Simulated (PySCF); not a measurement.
PySCF job for Ge(H)3(OH) (GeH4O), SMILES [GeH3][OH], ADC(2)/aug-cc-pVDZ. Geometry optimised at PBE0-D3(BJ)/def2-TZVP.

```python
import numpy as np
from pyscf import gto, scf, dft, adc

mol = gto.M(
    atom='''
    Ge   -0.00345452    0.34113771    0.00000000
    O     0.11358339   -1.43805217   -0.00000000
    H    -0.75206838    0.81810386    1.25964410
    H     1.45180535    0.81599424   -0.00000002
    H    -0.75206842    0.81810387   -1.25964409
    H    -0.74579096   -1.86419126    0.00000000
    ''',
    basis='aug-cc-pVDZ',
    charge=0,
    spin=0,
    max_memory=1600,
    verbose=4,
)
mf = scf.RHF(mol)
mf.conv_tol = 1e-10
mf.max_cycle = 100
mf.kernel()
res = {}
for kind, nroots in (('ee', 6), ('ip', 6), ('ea', 2)):
    a = adc.ADC(mf).density_fit('aug-cc-pvdz-ri')
    a.method, a.method_type = 'adc(2)', kind
    e, v, p, x = a.kernel(nroots=nroots)
    res[kind] = (e * 27.211386245988, p)
for kind, (e, p) in res.items():
    print(kind, 'energies / eV', np.round(e, 3), 'strengths', np.round(p, 4))
```

Log of the run:

```
PySCF version 2.14.0

[INPUT] verbose = 4
[INPUT] num. atoms = 6
[INPUT] num. electrons = 44
[INPUT] charge = 0
[INPUT] spin (= nelec alpha-beta = 2S) = 0
[INPUT] symmetry False subgroup None
[INPUT] Mole.unit = angstrom
[INPUT] Symbol           X                Y                Z      unit          X                Y                Z       unit  Magmom
[INPUT]  1 Ge    -0.003454520000   0.341137710000   0.000000000000 AA   -0.006528096692   0.644656842661   0.000000000000 Bohr   0.0
[INPUT]  2 O      0.113583390000  -1.438052170000   0.000000000000 AA    0.214641499400  -2.717524754136   0.000000000000 Bohr   0.0
[INPUT]  3 H     -0.752068380000   0.818103860000   1.259644100000 AA   -1.421203265145   1.545992236850   2.380382363424 Bohr   0.0
[INPUT]  4 H      1.451805350000   0.815994240000  -0.000000020000 AA    2.743514497678   1.542005632823  -0.000000037795 Bohr   0.0
[INPUT]  5 H     -0.752068420000   0.818103870000  -1.259644090000 AA   -1.421203340734   1.545992255747  -2.380382344527 Bohr   0.0
[INPUT]  6 H     -0.745790960000  -1.864191260000   0.000000000000 AA   -1.409340660576  -3.522810925208   0.000000000000 Bohr   0.0

nuclear repulsion = 126.566156848146
number of shells = 37
number of NR pGTOs = 165
number of NR cGTOs = 95
basis = aug-cc-pVDZ
ecp = {}


[settings echo left out]
init E= -2151.72475022671
  HOMO = -0.359896319932173  LUMO = 0.0102117145112137  gap/eV = 10.07115
cycle= 1 E= -2152.48723197287  delta_E= -0.762  |g|= 0.51  |ddm|= 1.93
  HOMO = -0.389693910176558  LUMO = 0.0305861348221983  gap/eV = 11.43640
cycle= 2 E= -2152.52583318595  delta_E= -0.0386  |g|= 0.336  |ddm|= 0.682
  HOMO = -0.455372568728058  LUMO = 0.0332508063140269  gap/eV = 13.29612
cycle= 3 E= -2152.54713589294  delta_E= -0.0213  |g|= 0.0392  |ddm|= 0.241
  HOMO = -0.447785732249814  LUMO = 0.0343875165017096  gap/eV = 13.12060
cycle= 4 E= -2152.54764028535  delta_E= -0.000504  |g|= 0.00711  |ddm|= 0.0867
  HOMO = -0.44903966347441  LUMO = 0.0342851962805071  gap/eV = 13.15194
cycle= 5 E= -2152.54766192699  delta_E= -2.16e-05  |g|= 0.00117  |ddm|= 0.0224
  HOMO = -0.449058162471029  LUMO = 0.0342883254591939  gap/eV = 13.15253
cycle= 6 E= -2152.54766269135  delta_E= -7.64e-07  |g|= 0.000332  |ddm|= 0.00432
  HOMO = -0.449110893396682  LUMO = 0.0342903668435639  gap/eV = 13.15402
cycle= 7 E= -2152.54766276467  delta_E= -7.33e-08  |g|= 9.15e-05  |ddm|= 0.000855
  HOMO = -0.449116130575992  LUMO = 0.0342900850278074  gap/eV = 13.15415
cycle= 8 E= -2152.54766277077  delta_E= -6.1e-09  |g|= 1.81e-05  |ddm|= 0.000237
  HOMO = -0.44911830260116  LUMO = 0.0342904441769809  gap/eV = 13.15422
cycle= 9 E= -2152.547662771  delta_E= -2.31e-10  |g|= 3.46e-06  |ddm|= 5.05e-05
  HOMO = -0.449118541859789  LUMO = 0.0342903927916876  gap/eV = 13.15423
cycle= 10 E= -2152.54766277102  delta_E= -1.86e-11  |g|= 7.2e-07  |ddm|= 9.04e-06
  HOMO = -0.449118592594127  LUMO = 0.0342903978930931  gap/eV = 13.15423
Extra cycle  E= -2152.54766277102  delta_E= -3.64e-12  |g|= 3.31e-07  |ddm|= 1.45e-06
converged SCF energy = -2152.54766277102

******** <class 'pyscf.adc.radc.RADC'> ********
******** ADC Orbital Information ********
Number of Frozen Occupied Orbitals: 0
Number of Frozen Virtual Orbitals: 0
Number of Active Occupied Orbitals: 22
Number of Active Virtual Orbitals: 73
*****************************************
******** <class 'pyscf.df.df.DF'> ********
auxbasis = aug-cc-pvdz-ri
Reference correlation energy (doubles): -0.35878891
MP2 correlation energy of reference state (a.u.) = -0.35878891

******** <class 'pyscf.adc.radc_ee.RADCEE'> ********
max_space = 12
max_cycle = 50
conv_tol = 1e-08

*************************************************************
        ADC calculation summary (singlet states only)
*************************************************************
adc(2) root 0  |  Energy (Eh) =   0.2334296128  |  Energy (eV) =   6.35194330  |  Osc. strength = 0.01558593  |  conv = True
adc(2) root 1  |  Energy (Eh) =   0.2783495586  |  Energy (eV) =   7.57427729  |  Osc. strength = 0.03925672  |  conv = True
adc(2) root 2  |  Energy (Eh) =   0.2806056802  |  Energy (eV) =   7.63566948  |  Osc. strength = 0.05504200  |  conv = True
adc(2) root 3  |  Energy (Eh) =   0.2944160414  |  Energy (eV) =   8.01146855  |  Osc. strength = 0.01474832  |  conv = True
adc(2) root 4  |  Energy (Eh) =   0.3046665375  |  Energy (eV) =   8.29039876  |  Osc. strength = 0.02148859  |  conv = True
adc(2) root 5  |  Energy (Eh) =   0.3060392850  |  Energy (eV) =   8.32775312  |  Osc. strength = 0.01340767  |  conv = True

******** <class 'pyscf.adc.radc.RADC'> ********
******** ADC Orbital Information ********
Number of Frozen Occupied Orbitals: 0
Number of Frozen Virtual Orbitals: 0
Number of Active Occupied Orbitals: 22
Number of Active Virtual Orbitals: 73
*****************************************
******** <class 'pyscf.df.df.DF'> ********
auxbasis = aug-cc-pvdz-ri
Reference correlation energy (doubles): -0.35878891
MP2 correlation energy of reference state (a.u.) = -0.35878891

******** <class 'pyscf.adc.radc_ip.RADCIP'> ********
max_space = 12
max_cycle = 50
conv_tol = 1e-08

*************************************************************
        ADC calculation summary (doublet states only)
*************************************************************
adc(2) root 0  |  Energy (Eh) =   0.3672116015  |  Energy (eV) =   9.99233664  |  Spec. factor = 1.73853772  |  conv = True
adc(2) root 1  |  Energy (Eh) =   0.4117228374  |  Energy (eV) =  11.20354906  |  Spec. factor = 1.75631615  |  conv = True
adc(2) root 2  |  Energy (Eh) =   0.4656915948  |  Energy (eV) =  12.67211375  |  Spec. factor = 1.84500793  |  conv = True
adc(2) root 3  |  Energy (Eh) =   0.4739392272  |  Energy (eV) =  12.89654326  |  Spec. factor = 1.84692146  |  conv = True
adc(2) root 4  |  Energy (Eh) =   0.5574609715  |  Energy (eV) =  15.16928569  |  Spec. factor = 1.76048004  |  conv = True
adc(2) root 5  |  Energy (Eh) =   0.6905867788  |  Energy (eV) =  18.79182342  |  Spec. factor = 1.78780774  |  conv = True

******** <class 'pyscf.adc.radc.RADC'> ********
******** ADC Orbital Information ********
Number of Frozen Occupied Orbitals: 0
Number of Frozen Virtual Orbitals: 0
Number of Active Occupied Orbitals: 22
Number of Active Virtual Orbitals: 73
*****************************************
******** <class 'pyscf.df.df.DF'> ********
auxbasis = aug-cc-pvdz-ri
Reference correlation energy (doubles): -0.35878891
MP2 correlation energy of reference state (a.u.) = -0.35878891

******** <class 'pyscf.adc.radc_ea.RADCEA'> ********
max_space = 12
max_cycle = 50
conv_tol = 1e-08

*************************************************************
        ADC calculation summary (doublet states only)
*************************************************************
adc(2) root 0  |  Energy (Eh) =   0.0250969502  |  Energy (eV) =   0.68292280  |  Spec. factor = 1.97462181  |  conv = True
adc(2) root 1  |  Energy (Eh) =   0.0339608781  |  Energy (eV) =   0.92412256  |  Spec. factor = 1.97127819  |  conv = True
ee energies / eV [6.352 7.574 7.636 8.011 8.29  8.328] strengths [0.0156 0.0393 0.055  0.0147 0.0215 0.0134]
ip energies / eV [ 9.992 11.204 12.672 12.897 15.169 18.792] strengths [1.7385 1.7563 1.845  1.8469 1.7605 1.7878]
ea energies / eV [0.683 0.924] strengths [1.9746 1.9713]
```

The run converged.
